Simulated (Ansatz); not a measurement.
One change: `[CH3][InH][CH3]` becomes `[CH3][In]([CH3])[CH3]`.

Ansatz, PBE0-D4/def2-TZVP geometries, multiplicity 1. 

Elements past krypton have def2 core potentials.

| property | `[CH3][InH][CH3]` |
| --- | --- |
| size of the dipole moment (PBE/def2-TZVPP) / D | 0.64 |
| HOMO–LUMO gap (ωB97M-V/def2-TZVPP) / eV | 9.53 |
| LUMO energy (PBE/def2-TZVPP) / eV | -1.94 |
| LUMO energy (PBE0/def2-TZVPP) / eV | -1.21 |
| HOMO–LUMO gap (B3LYP/def2-TZVPP) / eV | 5.46 |
| LUMO energy (ωB97M-V/def2-TZVPP) / eV | 0.16 |

What does the change do to each property? (Estimate.)

The calculation gave: 
| property | `[CH3][In]([CH3])[CH3]` | shift |
| --- | --- | --- |
| size of the dipole moment (PBE/def2-TZVPP) / D | 0.01 | -0.63 |
| HOMO–LUMO gap (ωB97M-V/def2-TZVPP) / eV | 9.66 | 0.13 |
| LUMO energy (PBE/def2-TZVPP) / eV | -1.58 | 0.36 |
| LUMO energy (PBE0/def2-TZVPP) / eV | -0.84 | 0.37 |
| HOMO–LUMO gap (B3LYP/def2-TZVPP) / eV | 5.64 | 0.18 |
| LUMO energy (ωB97M-V/def2-TZVPP) / eV | 0.48 | 0.32 |

With PBE0 the HOMO rises by 0.19 eV and the LUMO rises by 0.37 eV, so the gap widens by about 0.18 eV. PBE moves the HOMO by 0.19 eV and ωB97M-V by 0.18 eV.

B3LYP here is the variant with VWN-RPA as its local correlation; programs differ in this.
